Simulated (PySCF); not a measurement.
# Löwdin shares of the frontier orbitals

C3H9NOSi3.
Geometry (GFN2-xTB, Å), atoms numbered from 1 in this order:
```
atom  x, y, z in Å
N1     2.4499    2.2526   -0.7640
C2     1.4653    1.8521   -0.3355
C3     0.2509    1.3134    0.1576
C4    -0.9632    1.9572   -0.3445
O5    -2.0773    1.6739    0.0381
Si6   -0.0057   -0.5757   -0.4425
Si7    1.9926   -1.6155    0.1568
Si8   -2.1232   -1.0390    0.4444
H9     0.2558    1.2481    1.2457
H10   -0.8166    2.6841   -1.1629
H11   -0.0406   -0.3961   -1.9119
H12    3.1961   -1.0846   -0.4808
H13    2.1987   -1.5271    1.6074
H14    1.8905   -3.0359   -0.1829
H15   -2.2446   -0.5562    1.8198
H16   -3.2621   -0.6284   -0.3673
H17   -2.1735   -2.5111    0.5125
```

The calculation used TDDFT PBE0/def2-SVPD, vertical, gas phase, core orbitals frozen in the response (PySCF).

Frontier orbitals with the atoms that hold most of them (Löwdin shares over 4%, at most four atoms; ? is withheld):

```json
{"orbital": "LUMO+2", "ε (eV)": "-0.82", "atoms": "Si6 31%, Si8 13%, Si7 10%, H11 10%"}
{"orbital": "LUMO+1", "ε (eV)": "-1.05", "atoms": "Si6 24%, Si7 23%, Si8 17%, H12 10%"}
{"orbital": "LUMO", "ε (eV)": "?", "atoms": "?"}
{"orbital": "HOMO", "ε (eV)": "-8.18", "atoms": "O5 40%, C4 11%, C3 11%, Si8 7%"}
{"orbital": "HOMO-1", "ε (eV)": "-8.74", "atoms": "?"}
{"orbital": "HOMO-2", "ε (eV)": "-9.01", "atoms": "O5 24%, N1 19%, C3 14%, C2 12%"}
{"orbital": "HOMO-3", "ε (eV)": "-9.41", "atoms": "Si6 22%, H11 16%, Si8 13%, Si7 12%"}
```

Question: Give the leading atoms of the LUMO.

Answer: C4 (bonded to C, O and H) 34%; O5 (bonded to C) 24%; Si6 (bonded to C, 2 Si and H) 12%; C3 (bonded to 2 C, Si and H) 9%. By element: carbon 43% or more, oxygen 24%, silicon 12% or more.

Question: Which atoms hold the HOMO-1, and with what shares?

Answer: Si6 (bonded to C, 2 Si and H) 30%; Si7 (bonded to Si and 3 H) 21%; Si8 (bonded to Si and 3 H) 20%.

Question: What is the LUMO energy, and the HOMO–LUMO gap?

Answer: ε(LUMO) = -1.94 eV; the gap is 6.24 eV (0.2295 hartree).

Question: How does S1 compare with the orbital gap of 6.24 eV?

Answer: S1 is at 4.30 eV (f = 0.0065), 1.94 eV below the gap, made of HOMO→LUMO (80%), HOMO-2→LUMO (11%). 

Question: Give energy, strength and leading configuration of S1, S2, S3, S4 and S8, and follow the Löwdin shares of the leading atoms from the occupied to the empty orbital.

Answer: 
- S1 (4.30 eV, f 0.0065), HOMO→LUMO (80%): O5 40% → 24%, C4 11% → 34%
- S2 (5.65 eV, f 0.0012), HOMO-1→LUMO (94%): Si6 30% → 12%, Si7 21% → at most 10%, C4 at most 4% → 34%, O5 at most 4% → 24%
- S3 (5.88 eV, f 0.066), HOMO-2→LUMO (80%): O5 24% → 24%, N1 19% → at most 10%, C4 at most 13% → 34%
- S4 (6.07 eV, f 0.018), HOMO→LUMO+1 (88%): O5 40% → at most 10%, C4 11% → at most 10%, Si6 at most 8% → 24%, Si7 at most 8% → 23%
- S8 (6.77 eV, f 0.210), HOMO-1→LUMO+1 (74%): Si6 30% → 24%, Si7 21% → 23%

Löwdin shares depend on the basis, the more so with diffuse functions.

One conformer stands for the species.
